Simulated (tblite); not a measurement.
C6H8OSi.
Cartesian coordinates in Å at the GFN2-xTB level; atoms count from 1:
```xyz
16
C6H8OSi angstrom
C      5.1909    0.6059    0.3971
C      4.0005    0.5118    0.5559
C      2.6586    0.4074    0.7408
C      1.4691    0.3167    0.9291
C      0.0526    0.2050    1.1136
Si    -0.8278   -0.0823   -0.5501
O     -2.3762   -0.1682   -0.0733
C     -3.5033   -0.3715   -0.8681
H      6.2258    0.6862    0.2526
H     -0.1567   -0.6220    1.7964
H     -0.3210    1.1181    1.5834
H     -0.6090    1.0317   -1.4787
H     -0.3865   -1.3268   -1.1890
H     -3.6038    0.4240   -1.6099
H     -4.3797   -0.3725   -0.2191
H     -3.4410   -1.3279   -1.3923
```

Method: GFN2-xTB as coded in tblite; computed harmonic values from a numerical Hessian at the method's own geometry, unscaled. Errors from tens to a few hundred cm⁻¹ against measured bands are possible. Modes of hydrogen on silicon can be 10 to 20 % off. One conformer, not necessarily the lowest.

Harmonic wavenumbers (cm⁻¹): 31.0, 53.3, 88.9, 116.7, 131.3, 142.7, 174.4, 258.6, 271.3, 358.0, 362.8, 371.6, 480.0, 601.2, 624.5, 631.2, 704.7, 741.2, 755.0, 766.3, 796.2, 820.8, 1094.8, 1134.6, 1136.2, 1158.5, 1170.4, 1246.5, 1418.7, 1424.6, 1481.8, 1489.2, 2212.0, 2219.5, 2249.3, 2349.9, 2944.7, 2952.3, 2958.7, 2965.8, 2993.7, 3405.9.

A = 10498, B = 510.3, C = 492.4 MHz; mass 124.034 u (most abundant isotopes); point group Cs, symmetry number 1.

Question: Zero-point energy?

Answer: Half the sum of the wavenumbers: 24644 cm⁻¹ = 294.81 kJ/mol.

Question: What is S at 500 K and 1 bar for an ideal gas of classical rigid rotors and harmonic oscillators?

Answer: Translation 179.72, rotation 128.58, vibration 232.89: S = 541.2 J/(mol K).

Question: And Cp and H(500 K) − H(0)?

Answer: Cp = 223.07 J/(mol K), of which vibrations give 189.81 (their classical limit is 42 R = 349.2); H(500 K) − H(0) = 71.85 kJ/mol without the zero-point energy, 55.22 from vibrations.

Question: What must be added to the electronic energy to get the Gibbs energy at 500 K and 1 bar?

Answer: ZPE + [H(500 K) − H(0)] − T·S = 294.81 + 71.85 − 270.59 = 96.07 kJ/mol.

Question: How do the functions run with temperature in this model?

Answer: 
```tsv
T (K)	S (J/(mol K))	Cp (J/(mol K))	H − H(0) (kJ/mol)	G − H(0) (kJ/mol)	ln q(vib)
150	346.3	111.9	11.28	-40.66	4.34
250	412.6	150.4	24.43	-78.72	7.57
298.15	440.6	167.2	32.08	-99.27	9.03
400	494.2	198.2	50.75	-146.93	11.99
600	583.7	243.6	95.22	-255.02	17.31
900	691.6	288.2	175.50	-446.96	24.30
```

q(vib) and H(0) count from the zero-point level.

Question: Blend soft modes into free rotors: weight 1/[1 + (100 cm⁻¹/ν̃)⁴] for the oscillator and the rest for a rotor with moment μB/(μ + B), μ = h/(8π²ν), B = 10⁻⁴⁴ kg m². What vibrational entropy results?

Answer: 210.60 J/(mol K) in place of 232.89, which changes −T·S at 500 K by +11.14 kJ/mol.

Hindered rotation and anharmonicity are outside this model. Other conformers, if any are populated, would add a mixing term that is left out.

The run took 1.9 s wall, 1.7 s CPU on Intel Xeon at 2.50 GHz, one thread, shared host with 64 logical CPUs at a one-minute load of 51. The figure is for the frequency step alone.
